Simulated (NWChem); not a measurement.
System: CHClF2; SMILES FC(F)Cl

Input file for NWChem:

```
start job
memory heap 200 mb stack 900 mb global 1100 mb
geometry units angstroms noautosym nocenter noautoz
  F     -0.145291     1.038489     1.090958
  C      0.371571     0.454133     0.000000
  F     -0.145291     1.038489    -1.090958
  Cl    -0.056434    -1.290291     0.000000
  H      1.458580     0.543970     0.000000
end
basis spherical
  * library def2-tzvp
end
dft
  xc bhlyp
  iterations 150
end
tddft
  cis
  ecut -98.0
  nroots 6
  notriplet
end
task tddft energy
```

Excerpt of the output:

```
             Northwest Computational Chemistry Package (NWChem) 7.3.0
             --------------------------------------------------------

                             Geometry "geometry" -> ""
                             -------------------------

 Output coordinates in angstroms (scale by  1.889725989 to convert to a.u.)

  No.       Tag          Charge          X              Y              Z
 ---- ---------------- ---------- -------------- -------------- --------------
    1 F                    9.0000    -0.14529100     1.03848900     1.09095800
    2 C                    6.0000     0.37157100     0.45413300     0.00000000
    3 F                    9.0000    -0.14529100     1.03848900    -1.09095800
    4 Cl                  17.0000    -0.05643400    -1.29029100     0.00000000
    5 H                    1.0000     1.45858000     0.54397000     0.00000000

 Effective nuclear repulsion energy (a.u.)     166.6873830342

                                 NWChem DFT Module
                                 -----------------

 Summary of "ao basis" -> "ao basis" (spherical)
 ------------------------------------------------------------------------------
       Tag                 Description            Shells   Functions and Types
 ---------------- ------------------------------  ------  ---------------------
 F                         def2-tzvp                11       31   5s3p2d1f
 C                         def2-tzvp                11       31   5s3p2d1f
 Cl                        def2-tzvp                13       37   5s5p2d1f
 H                         def2-tzvp                 4        6   3s1p

            General Information
            -------------------
          SCF calculation type: DFT
          Wavefunction type:  closed shell.
          No. of atoms     :     5
          No. of electrons :    42
           Alpha electrons :    21
            Beta electrons :    21
          Charge           :     0
          Spin multiplicity:     1
          Use of symmetry is: off; symmetry adaption is: off
          Maximum number of iterations: 150
          AO basis - number of functions:   136
                     number of shells:    50
          Convergence on energy requested:  1.00D-06
          Convergence on density requested:  1.00D-05
          Convergence on gradient requested:  5.00D-04

              XC Information
              --------------
                        BHLYP Method XC Functional
                     Hartree-Fock (Exact) Exchange  0.500
                        Slater Exchange Functional  0.500 local
                    Becke 1988 Exchange Functional  0.500 non-local
              Lee-Yang-Parr Correlation Functional  1.000

             Grid Information
             ----------------
          Grid used for XC integration:  medium
          Radial quadrature: Mura-Knowles
          Angular quadrature: Lebedev.
          Tag              B.-S. Rad. Rad. Pts. Rad. Cut. Ang. Pts.
          ---              ---------- --------- --------- ---------
          F                   0.50       49           8.0       434
          C                   0.70       49           7.0       434
          Cl                  1.00       88           8.0       590
          H                   0.35       45           8.0       434
          Grid pruning is: on
          Number of quadrature shells:   280
          Spatial weights used:  Erf1

      Superposition of Atomic Density Guess
      -------------------------------------

 Sum of atomic energies:        -696.48498275

      Non-variational initial energy
      ------------------------------

 Total energy =    -697.486065
 1-e energy   =   -1296.473682
 2-e energy   =     432.300234
 HOMO         =      -0.406130
 LUMO         =       0.095478

   convergence    iter        energy       DeltaE   RMS-Dens  Diis-err
 ---------------- ----- ----------------- --------- --------- ---------
 d= 0,ls=0.0,diis     1   -698.4702412469 -8.65D+02  6.17D-03  1.42D+00
 d= 0,ls=0.0,diis     2   -698.4604755998  9.77D-03  3.19D-03  1.67D+00
 d= 0,ls=0.0,diis     3   -698.6071871768 -1.47D-01  4.03D-04  1.38D-02
 d= 0,ls=0.0,diis     4   -698.6081879617 -1.00D-03  1.47D-04  2.08D-03
 d= 0,ls=0.0,diis     5   -698.6083398359 -1.52D-04  4.88D-05  1.24D-04
  Resetting Diis
 d= 0,ls=0.0,diis     6   -698.6083533514 -1.35D-05  1.72D-05  8.83D-06
 d= 0,ls=0.0,diis     7   -698.6083546530 -1.30D-06  3.01D-06  1.74D-07
 d= 0,ls=0.0,diis     8   -698.6083546830 -3.00D-08  9.00D-07  4.41D-08

         Total DFT energy =     -698.608354683002
      One electron energy =    -1297.315054616750
           Coulomb energy =      486.932033951823
    Exchange-Corr. energy =      -54.912717052318
 Nuclear repulsion energy =      166.687383034242

 Numeric. integr. density =       42.000001461217

                       DFT Final Molecular Orbital Analysis
                       ------------------------------------

 Vector   19  Occ=2.000000D+00  E=-4.587100D-01
              MO Center=  1.5D-01, -9.8D-03, -5.7D-09, r^2= 2.6D+00
   Bfn.  Coefficient  Atom+Function         Bfn.  Coefficient  Atom+Function
  ----- ------------  ---------------      ----- ------------  ---------------
   109      0.347153  4 Cl py               112      0.195846  4 Cl py
     6      0.169381  1 F  px                68      0.169381  3 F  px
   132     -0.167053  5 H  s                  7      0.165945  1 F  py
    69      0.165945  3 F  py               106      0.161294  4 Cl py
    37     -0.152369  2 C  px                 9      0.141372  1 F  px

 Vector   20  Occ=2.000000D+00  E=-4.046593D-01
              MO Center= -4.5D-02, -1.2D+00,  2.9D-08, r^2= 1.4D+00
   Bfn.  Coefficient  Atom+Function         Bfn.  Coefficient  Atom+Function
  ----- ------------  ---------------      ----- ------------  ---------------
   110      0.539163  4 Cl pz               113      0.342778  4 Cl pz
   107      0.258151  4 Cl pz               101     -0.205054  4 Cl pz
   104     -0.098226  4 Cl pz                 7      0.091946  1 F  py
    69     -0.091946  3 F  py                10      0.078191  1 F  py
    72     -0.078190  3 F  py                13      0.057353  1 F  py

[...]

                                NWChem TDDFT Module
                                -------------------

            General Information
            -------------------
           No. of orbitals :     272
            Alpha orbitals :     136
             Beta orbitals :     136
        Alpha frozen cores :       0
         Beta frozen cores :       0
     Alpha frozen virtuals :       0
      Beta frozen virtuals :       0
         Spin multiplicity :       1
    Number of AO functions :     136
        Use of symmetry is : off
      Symmetry adaption is : off
         Schwarz screening :  0.10D-07

              XC Information
              --------------
                 BHLYP Method XC Functional
              Hartree-Fock (Exact) Exchange   0.50
                 Slater Exchange Functional   0.50 local
             Becke 1988 Exchange Functional   0.50 non-local
       Lee-Yang-Parr Correlation Functional   1.00

             TDDFT Information
             -----------------
          Calculation type : Tamm-Dancoff TDDFT
         Wavefunction type : Restricted singlets
          No. of electrons :      42
           Alpha electrons :      21
            Beta electrons :      21
              No. of roots :       6
          Max subspacesize :    5200
            Max iterations :     100
               Target root :       1
           Target symmetry : none
             Energy Cutoff :-0.98D+02
      Symmetry restriction : off
                 Algorithm : Optimal
        Davidson threshold :  0.10D-03

    6 smallest eigenvalue differences (eV)
--------------------------------------------------------
  No. Spin  Occ  Vir  Irrep   E(Occ)    E(Vir)   E(Diff)
--------------------------------------------------------
    1    1    1   22 a      -102.818     0.049  2799.146
    2    1    1   23 a      -102.818     0.096  2800.430
    3    1    1   24 a      -102.818     0.125  2801.214
    4    1    1   25 a      -102.818     0.146  2801.785
    5    1    1   26 a      -102.818     0.183  2802.795
    6    1    1   27 a      -102.818     0.274  2805.278
--------------------------------------------------------

  Entering Davidson iterations
  Restricted singlet excited states

  Iter   NTrls   NConv    DeltaV     DeltaE      Time
  ----  ------  ------  ---------  ---------  ---------
    1      6       0     0.15E+00   0.10+100       27.8
    2     12       0     0.45E-01   0.27E-01       32.0
    3     18       0     0.90E-02   0.24E-02       29.2
    4     24       0     0.11E-01   0.26E-03       30.2
    5     30       3     0.32E-02   0.18E-03       24.1
    6     33       5     0.27E-03   0.28E-05       25.0
    7     34       6     0.51E-04   0.15E-07       22.9
  ----  ------  ------  ---------  ---------  ---------
  Convergence criterion met

  Ground state a        -698.608354683002 a.u.

  ----------------------------------------------------------------------------
  Root   1 singlet a            102.611189228 a.u.             2792.1937 eV
  ----------------------------------------------------------------------------
     Transition Moments    X  0.00236   Y  0.00917   Z  0.00000
     Dipole Oscillator Strength                    0.0061345342
     Electric Quadrupole                           0.0039491015
     Magnetic Dipole                               0.0002234593
     Total Oscillator Strength                     0.0103070950

     Occ.    1  a   ---  Virt.   22  a        0.91958
     Occ.    1  a   ---  Virt.   23  a       -0.31854
     Occ.    1  a   ---  Virt.   25  a       -0.07918
     Occ.    1  a   ---  Virt.   26  a        0.10448
     Occ.    1  a   ---  Virt.   30  a       -0.13509
     Occ.    1  a   ---  Virt.   37  a        0.05296
     Occ.    1  a   ---  Virt.   40  a        0.05015
  ----------------------------------------------------------------------------
  Root   2 singlet a            102.792225306 a.u.             2797.1200 eV
  ----------------------------------------------------------------------------
     Transition Moments    X  0.00000   Y -0.00000   Z -0.00376
     Dipole Oscillator Strength                    0.0009705560
     Electric Quadrupole                           0.0004354978
     Magnetic Dipole                               0.0007633802
     Total Oscillator Strength                     0.0021694340

     Occ.    1  a   ---  Virt.   24  a        0.96414
     Occ.    1  a   ---  Virt.   28  a       -0.15153
     Occ.    1  a   ---  Virt.   34  a        0.05981
     Occ.    1  a   ---  Virt.   36  a       -0.17493
     Occ.    1  a   ---  Virt.   38  a        0.08927
  ----------------------------------------------------------------------------
  Root   3 singlet a            102.798536852 a.u.             2797.2917 eV
  ----------------------------------------------------------------------------
     Transition Moments    X  0.00080   Y -0.00040   Z  0.00000
     Dipole Oscillator Strength                    0.0000542931
     Electric Quadrupole                           0.0000204475
     Magnetic Dipole                               0.0000297433
     Total Oscillator Strength                     0.0001044839

     Occ.    1  a   ---  Virt.   22  a        0.29486
     Occ.    1  a   ---  Virt.   23  a        0.87829
     Occ.    1  a   ---  Virt.   25  a        0.21653
     Occ.    1  a   ---  Virt.   26  a        0.21594
     Occ.    1  a   ---  Virt.   27  a       -0.15818
     Occ.    1  a   ---  Virt.   31  a       -0.07213
     Occ.    1  a   ---  Virt.   33  a       -0.07109
     Occ.    1  a   ---  Virt.   37  a       -0.06447
  ----------------------------------------------------------------------------
  Root   4 singlet a            102.826828278 a.u.             2798.0616 eV
  ----------------------------------------------------------------------------
     Transition Moments    X  0.00308   Y -0.00139   Z -0.00000
     Dipole Oscillator Strength                    0.0007844410
     Electric Quadrupole                           0.0003691802
     Magnetic Dipole                               0.0005383943
     Total Oscillator Strength                     0.0016920155

     Occ.    1  a   ---  Virt.   22  a        0.05754
     Occ.    1  a   ---  Virt.   23  a       -0.17253
     Occ.    1  a   ---  Virt.   25  a        0.81260
     Occ.    1  a   ---  Virt.   26  a       -0.44523
     Occ.    1  a   ---  Virt.   27  a       -0.25405
     Occ.    1  a   ---  Virt.   29  a       -0.06959
     Occ.    1  a   ---  Virt.   33  a       -0.12671
     Occ.    1  a   ---  Virt.   37  a       -0.06034
     Occ.    1  a   ---  Virt.   39  a        0.07134
     Occ.    1  a   ---  Virt.   43  a        0.08857
  ----------------------------------------------------------------------------
  Root   5 singlet a            102.856766871 a.u.             2798.8762 eV
  ----------------------------------------------------------------------------
     Transition Moments    X  0.00237   Y  0.00128   Z -0.00000
     Dipole Oscillator Strength                    0.0004980710
     Electric Quadrupole                           0.0003233974
     Magnetic Dipole                               0.0003254863
     Total Oscillator Strength                     0.0011469547

     Occ.    1  a   ---  Virt.   22  a       -0.17509
     Occ.    1  a   ---  Virt.   23  a       -0.26549
     Occ.    1  a   ---  Virt.   25  a        0.38894
     Occ.    1  a   ---  Virt.   26  a        0.84041
     Occ.    1  a   ---  Virt.   27  a       -0.06249
     Occ.    1  a   ---  Virt.   30  a       -0.11800
     Occ.    1  a   ---  Virt.   33  a       -0.08070
     Occ.    1  a   ---  Virt.   37  a       -0.05192
     Occ.    1  a   ---  Virt.   40  a        0.09259
  ----------------------------------------------------------------------------
  Root   6 singlet a            102.945483306 a.u.             2801.2903 eV
  ----------------------------------------------------------------------------
     Transition Moments    X  0.00364   Y -0.00128   Z -0.00000
     Dipole Oscillator Strength                    0.0010204398
     Electric Quadrupole                           0.0005314508
     Magnetic Dipole                               0.0008505903
     Total Oscillator Strength                     0.0024024808

     Occ.    1  a   ---  Virt.   22  a        0.09919
     Occ.    1  a   ---  Virt.   23  a        0.11175
     Occ.    1  a   ---  Virt.   25  a        0.26841
     Occ.    1  a   ---  Virt.   27  a        0.77309
     Occ.    1  a   ---  Virt.   29  a       -0.05503
     Occ.    1  a   ---  Virt.   30  a       -0.11846
     Occ.    1  a   ---  Virt.   31  a        0.47447
     Occ.    1  a   ---  Virt.   33  a       -0.06280
     Occ.    1  a   ---  Virt.   35  a       -0.11907
     Occ.    1  a   ---  Virt.   37  a        0.11349
     Occ.    1  a   ---  Virt.   39  a       -0.13787
     Occ.    1  a   ---  Virt.   40  a       -0.05416
     Occ.    1  a   ---  Virt.   43  a       -0.06362
     Occ.    1  a   ---  Virt.   45  a       -0.05291

              Target root =      1
          Target symmetry = none
      Ground state energy =   -698.608354683002
        Excitation energy =    102.611189228143
     Excited state energy =   -595.997165454859

  stored tddft:energy   -595.99716545485933
```

Level: BHandHLYP/def2-TZVP, restricted-window TDA. Coordinates come from a B3LYP/6-31G* (spherical d) optimisation. The quadrupole and magnetic terms of the printed total strengths depend on the origin.
